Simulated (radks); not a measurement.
Problem. These are the eigenvalues of the occupied orbitals of an atom or ion with whole-number occupations (eV). Method: Dirac Kohn-Sham, LDA (Slater exchange, Perdew-Wang correlation), spin-unpolarised, spherical densities, finite nucleus; Fermi nuclear charge, rms radius of each element as measured or else 0.836 A^(1/3) + 0.57 fm; computed with a radial shooting solver on a logarithmic mesh with Libxc functionals.

1s1/2: -37186.62
2s1/2: -5876.658
2p1/2: -5538.578
2p3/2: -5157.347
3s1/2: -1240.017
3p1/2: -1097.762
3p3/2: -1024.111
3d3/2: -773.4542
3d5/2: -757.7357
4s1/2: -242.9560
4p1/2: -191.2278
4p3/2: -175.7514
4d3/2: -91.1061
4d5/2: -88.4786
5s1/2: -33.7599
5p1/2: -20.2676
5p3/2: -18.1509
6s1/2: -3.3464

Which element is it, and in what charge state? The configuration may be excited. Open shells, if any, fill j = l - 1/2 first.

Solution. Z = 56, barium, charge 0: Ba in [Xe] 6s2. The list shows which subshells hold electrons but not how many an open one holds; the 1s level, -1366.6 hartree, gives Z - s = 52.3 by -(Z - s)^2/2, which with screening and relativity narrows Z to a few neighbours, and the depths of the outer levels then fix element, charge and occupations together.
